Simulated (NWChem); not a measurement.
System: C5H8; SMILES CC#CCC

NWChem input:

```
start job
memory heap 200 mb stack 900 mb global 1100 mb
geometry units angstroms noautosym nocenter noautoz
  C      0.220314     2.657371    -0.000884
  C     -0.084786     1.228288     0.026737
  C     -0.342407     0.046407     0.050358
  C     -0.628295    -1.390767     0.076055
  C      0.633605    -2.261414    -0.076211
  H      1.295801     2.833879    -0.127347
  H     -0.087322     3.150721     0.929589
  H     -0.295693     3.161315    -0.827678
  H     -1.339293    -1.637552    -0.724932
  H     -1.135566    -1.646877     1.016840
  H      1.137629    -2.053569    -1.025581
  H      1.343636    -2.062522     0.733012
  H      0.370139    -3.324739    -0.050765
end
basis spherical
  C library def2-svp
  H library def2-svp
end
dft
  xc b3lyp
  iterations 150
  mulliken
end
task dft energy
esp
  recalculate
  probe 0.07
  range 0.3
  factor 1.0
  spacing 0.02
end
task esp
```

NWChem printed, in part:

```
             Northwest Computational Chemistry Package (NWChem) 7.3.0
             --------------------------------------------------------

                             Geometry "geometry" -> ""
                             -------------------------

 Output coordinates in angstroms (scale by  1.889725989 to convert to a.u.)

  No.       Tag          Charge          X              Y              Z
 ---- ---------------- ---------- -------------- -------------- --------------
    1 C                    6.0000     0.22031400     2.65737100    -0.00088400
    2 C                    6.0000    -0.08478600     1.22828800     0.02673700
    3 C                    6.0000    -0.34240700     0.04640700     0.05035800
    4 C                    6.0000    -0.62829500    -1.39076700     0.07605500
    5 C                    6.0000     0.63360500    -2.26141400    -0.07621100
    6 H                    1.0000     1.29580100     2.83387900    -0.12734700
    7 H                    1.0000    -0.08732200     3.15072100     0.92958900
    8 H                    1.0000    -0.29569300     3.16131500    -0.82767800
    9 H                    1.0000    -1.33929300    -1.63755200    -0.72493200
   10 H                    1.0000    -1.13556600    -1.64687700     1.01684000
   11 H                    1.0000     1.13762900    -2.05356900    -1.02558100
   12 H                    1.0000     1.34363600    -2.06252200     0.73301200
   13 H                    1.0000     0.37013900    -3.32473900    -0.05076500

 Effective nuclear repulsion energy (a.u.)     150.0445751658

                                 NWChem DFT Module
                                 -----------------

 Summary of "ao basis" -> "ao basis" (spherical)
 ------------------------------------------------------------------------------
       Tag                 Description            Shells   Functions and Types
 ---------------- ------------------------------  ------  ---------------------
 C                          def2-svp                 6       14   3s2p1d
 H                          def2-svp                 3        5   2s1p

            General Information
            -------------------
          SCF calculation type: DFT
          Wavefunction type:  closed shell.
          No. of atoms     :    13
          No. of electrons :    38
           Alpha electrons :    19
            Beta electrons :    19
          Charge           :     0
          Spin multiplicity:     1
          Use of symmetry is: off; symmetry adaption is: off
          Maximum number of iterations: 150
          AO basis - number of functions:   110
                     number of shells:    54
          Convergence on energy requested:  1.00D-06
          Convergence on density requested:  1.00D-05
          Convergence on gradient requested:  5.00D-04

              XC Information
              --------------
                         B3LYP Method XC Potential
                     Hartree-Fock (Exact) Exchange  0.200
                        Slater Exchange Functional  0.800 local
                    Becke 1988 Exchange Functional  0.720 non-local
              Lee-Yang-Parr Correlation Functional  0.810
                  VWN I RPA Correlation Functional  0.190 local

             Grid Information
             ----------------
          Grid used for XC integration:  medium
          Radial quadrature: Mura-Knowles
          Angular quadrature: Lebedev.
          Tag              B.-S. Rad. Rad. Pts. Rad. Cut. Ang. Pts.
          ---              ---------- --------- --------- ---------
          C                   0.70       49          14.0       434
          H                   0.35       45          14.0       434
          Grid pruning is: on
          Number of quadrature shells:   605
          Spatial weights used:  Erf1

      Superposition of Atomic Density Guess
      -------------------------------------

 Sum of atomic energies:        -192.11828471

      Non-variational initial energy
      ------------------------------

 Total energy =    -195.442015
 1-e energy   =    -552.349834
 2-e energy   =     206.863244
 HOMO         =      -0.307683
 LUMO         =       0.056931

     ---------------------------------------------
      Total Density - Mulliken Population Analysis
     ---------------------------------------------

    Atom       Charge   Shell Charges
 -----------   ------   -------------------------------------------------------
    1 C    6     6.11   1.99  0.94  0.12  2.02  1.02  0.03
    2 C    6     6.25   1.99  0.98  0.37  1.95  0.91  0.04
    3 C    6     6.20   1.99  0.98  0.35  1.97  0.87  0.04
    4 C    6     6.06   1.99  0.95  0.14  1.96  0.99  0.04
    5 C    6     6.26   1.99  0.95  0.21  2.04  1.04  0.02
    6 H    1     0.88   0.66  0.19  0.03
    7 H    1     0.88   0.66  0.19  0.03
    8 H    1     0.88   0.66  0.19  0.03
    9 H    1     0.89   0.67  0.19  0.02
   10 H    1     0.89   0.67  0.19  0.02
   11 H    1     0.90   0.68  0.20  0.03
   12 H    1     0.90   0.68  0.20  0.03
   13 H    1     0.89   0.67  0.20  0.03

   convergence    iter        energy       DeltaE   RMS-Dens  Diis-err
 ---------------- ----- ----------------- --------- --------- ---------
 d= 0,ls=0.0,diis     1   -195.1039923114 -3.45D+02  9.95D-03  3.71D-01
 d= 0,ls=0.0,diis     2   -195.1444995576 -4.05D-02  2.96D-03  5.61D-02
 d= 0,ls=0.0,diis     3   -195.1476491705 -3.15D-03  1.23D-03  3.46D-02
 d= 0,ls=0.0,diis     4   -195.1517243041 -4.08D-03  3.48D-04  2.09D-03
 d= 0,ls=0.0,diis     5   -195.1519516335 -2.27D-04  1.11D-04  2.82D-04
  Resetting Diis
 d= 0,ls=0.0,diis     6   -195.1519876389 -3.60D-05  1.60D-05  2.96D-06
 d= 0,ls=0.0,diis     7   -195.1519879781 -3.39D-07  7.77D-06  3.56D-07

         Total DFT energy =     -195.151987978091
      One electron energy =     -557.680824415760
           Coulomb energy =      242.510327716122
    Exchange-Corr. energy =      -30.026066444272
 Nuclear repulsion energy =      150.044575165820

 Numeric. integr. density =       37.999983953642

                       DFT Final Molecular Orbital Analysis
                       ------------------------------------

 Vector   17  Occ=2.000000D+00  E=-3.596737D-01
              MO Center=  2.7D-01, -1.8D+00, -3.1D-02, r^2= 2.6D+00
   Bfn.  Coefficient  Atom+Function         Bfn.  Coefficient  Atom+Function
  ----- ------------  ---------------      ----- ------------  ---------------
    62      0.351202   5 C  pz               96     -0.271796  11 H  s
   101      0.271741  12 H  s                48     -0.258999   4 C  pz
    86      0.203278   9 H  s                91     -0.203241  10 H  s
    97     -0.137703  11 H  s               102      0.137676  12 H  s
    65      0.133343   5 C  pz               34     -0.116076   3 C  pz

 Vector   18  Occ=2.000000D+00  E=-2.496725D-01
              MO Center= -1.4D-01,  5.9D-01,  2.9D-02, r^2= 2.4D+00
   Bfn.  Coefficient  Atom+Function         Bfn.  Coefficient  Atom+Function
  ----- ------------  ---------------      ----- ------------  ---------------
    18      0.389581   2 C  px               32      0.389813   3 C  px
    21      0.233930   2 C  px               35      0.223442   3 C  px
    71     -0.144568   6 H  s                36     -0.118898   3 C  py
    59     -0.114199   5 C  s                 4     -0.106573   1 C  px
    46     -0.105525   4 C  px               61     -0.101529   5 C  py

[...]

                     NWChem Electrostatic Potential Fit Module
                     -----------------------------------------

 Atom parameters

 Number of atoms is                                   13
 Number of basis functions is                        110

 Grid parameters

 Maximum number of grid points is                  49460
 Number of grid points is                          49459
 Grid range                                     0.300000 nm
 Grid spacing                                   0.020000 nm
 Probe radius                                   0.070000 nm
 Atom radius factor                             1.000000

 Atomic radii

    1    0.100000
    6    0.147000
 FASTESP  F
  using M.O. file = ./job.movecs

    Atom              Coordinates                           Charge

                                                  ESP

    1 C     0.022031    0.265737   -0.000088    0.091910
    2 C    -0.008479    0.122829    0.002674   -0.097027
    3 C    -0.034241    0.004641    0.005036   -0.309128
    4 C    -0.062830   -0.139077    0.007606    0.421255
    5 C     0.063361   -0.226141   -0.007621   -0.119461
    6 H     0.129580    0.283388   -0.012735    0.018756
    7 H    -0.008732    0.315072    0.092959    0.018879
    8 H    -0.029569    0.316132   -0.082768    0.019528
    9 H    -0.133929   -0.163755   -0.072493   -0.052661
   10 H    -0.113557   -0.164688    0.101684   -0.052026
   11 H     0.113763   -0.205357   -0.102558    0.029869
   12 H     0.134364   -0.206252    0.073301    0.029385
   13 H     0.037014   -0.332474   -0.005077    0.000719
                                            ------------
                                                0.000000

 Dipole moment                                  0.041921

 Quadrupole moment Qxx                         -3.982424
                   Qyy                          8.606883
                   Qzz                         -4.624459

 RMS deviation kJ/mol                           0.052902

 RRMS %                                        47.179876
```

Level: B3LYP/def2-SVP. Geometry: optimised at B3LYP/6-31G* (spherical d).
